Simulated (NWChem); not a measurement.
System: C$_{3}$H$_{3}$F$_{3}$; SMILES C=CC(F)(F)F

Input file for NWChem:

```
start job
memory heap 200 mb stack 900 mb global 1100 mb
geometry units angstroms noautoz
  C     -0.030773    -2.111996     0.000000
  C      0.658829    -0.975055     0.000000
  C      0.015500     0.376288     0.000000
  F     -1.331354     0.314444     0.000000
  F      0.390865     1.091403     1.085974
  F      0.390865     1.091403    -1.085974
  H      0.472105    -3.074063     0.000000
  H     -1.116149    -2.118573     0.000000
  H      1.745104    -0.950788     0.000000
end
basis spherical
  * library 6-31g*
end
dft
  xc bhlyp
  iterations 150
end
tddft
  nroots 6
  notriplet
end
task tddft energy
```

NWChem printed, in part:

```
             Northwest Computational Chemistry Package (NWChem) 7.3.0
             --------------------------------------------------------

 CS  symmetry detected

                             Geometry "geometry" -> ""
                             -------------------------

 Output coordinates in angstroms (scale by  1.889725989 to convert to a.u.)

  No.       Tag          Charge          X              Y              Z
 ---- ---------------- ---------- -------------- -------------- --------------
    1 C                    6.0000    -0.00985552    -2.11360286     0.00000000
    2 C                    6.0000     0.66828268    -0.96978717     0.00000000
    3 C                    6.0000     0.01140198     0.37502057     0.00000000
    4 F                    9.0000    -1.33476229     0.29964061     0.00000000
    5 F                    9.0000     0.37955941     1.09387274     1.08597400
    6 F                    9.0000     0.37955941     1.09387274    -1.08597400
    7 H                    1.0000     0.50266813    -3.07056614     0.00000000
    8 H                    1.0000    -1.09511056    -2.13109014     0.00000000
    9 H                    1.0000     1.75425885    -0.93460175     0.00000000

 Effective nuclear repulsion energy (a.u.)     251.1578916444

      Symmetry information
      --------------------

 Group name             Cs
 Group number              2
 Group order               2
 No. of unique centers     8

                                 NWChem DFT Module
                                 -----------------

 Summary of "ao basis" -> "ao basis" (spherical)
 ------------------------------------------------------------------------------
       Tag                 Description            Shells   Functions and Types
 ---------------- ------------------------------  ------  ---------------------
 C                           6-31g*                  6       14   3s2p1d
 F                           6-31g*                  6       14   3s2p1d
 H                           6-31g*                  2        2   2s

      Symmetry analysis of basis
      --------------------------

        a'         60
        a"         30

[...]

                                NWChem TDDFT Module
                                -------------------

            General Information
            -------------------
           No. of orbitals :     180
            Alpha orbitals :      90
             Beta orbitals :      90
        Alpha frozen cores :       0
         Beta frozen cores :       0
     Alpha frozen virtuals :       0
      Beta frozen virtuals :       0
         Spin multiplicity :       1
    Number of AO functions :      90
        Use of symmetry is : off
      Symmetry adaption is : on
         Schwarz screening :  0.10D-07

              XC Information
              --------------
                 BHLYP Method XC Functional
              Hartree-Fock (Exact) Exchange   0.50
                 Slater Exchange Functional   0.50 local
             Becke 1988 Exchange Functional   0.50 non-local
       Lee-Yang-Parr Correlation Functional   1.00

             TDDFT Information
             -----------------
          Calculation type : TDDFT
         Wavefunction type : Restricted singlets
          No. of electrons :      48
           Alpha electrons :      24
            Beta electrons :      24
              No. of roots :       6
          Max subspacesize :    5200
            Max iterations :     100
               Target root :       1
           Target symmetry : none
      Symmetry restriction : off
                 Algorithm : Optimal
        Davidson threshold :  0.10D-03

    6 smallest eigenvalue differences (eV)
--------------------------------------------------------
  No. Spin  Occ  Vir  Irrep   E(Occ)    E(Vir)   E(Diff)
--------------------------------------------------------
    1    1   24   25 a'       -0.350     0.031    10.353
    2    1   23   25 a"       -0.442     0.031    12.855
    3    1   24   26 a"       -0.350     0.146    13.492
    4    1   22   25 a'       -0.493     0.031    14.246
    5    1   21   25 a"       -0.496     0.031    14.320
    6    1   24   27 a"       -0.350     0.177    14.324
--------------------------------------------------------

  Entering Davidson iterations
  Restricted singlet excited states

  Iter   NTrls   NConv    DeltaV     DeltaE      Time
  ----  ------  ------  ---------  ---------  ---------
    1      6       0     0.41E+00   0.10+100        5.4
    2     18       0     0.64E-01   0.30E-01        7.8
    3     30       0     0.27E-01   0.23E-02       11.2
    4     42       0     0.95E-01   0.44E-02        9.3
    5     54       0     0.25E-01   0.95E-02        9.7
    6     66       0     0.59E-02   0.43E-03        9.7
    7     77       5     0.18E-02   0.35E-04        9.3
    8     79       5     0.48E-03   0.21E-05        4.0
    9     81       5     0.14E-03   0.90E-07        3.9
   10     83       6     0.74E-04   0.50E-08        4.0
  ----  ------  ------  ---------  ---------  ---------
  Convergence criterion met

  Ground state a'       -415.446709030635 a.u.

  ----------------------------------------------------------------------------
  Root   1 singlet a'             0.297208637 a.u.                8.0875 eV
  ----------------------------------------------------------------------------
     Transition Moments    X  0.55188   Y  1.34449   Z  0.00000
     Dipole Oscillator Strength                    0.4185123806
     Electric Quadrupole                           0.0000025771
     Magnetic Dipole                               0.0000017563
     Total Oscillator Strength                     0.4185167140

[...]
```

Level: BHandHLYP/6-31G* (spherical d), full TDDFT. The geometry was optimised at B3LYP/6-31G* (spherical d).
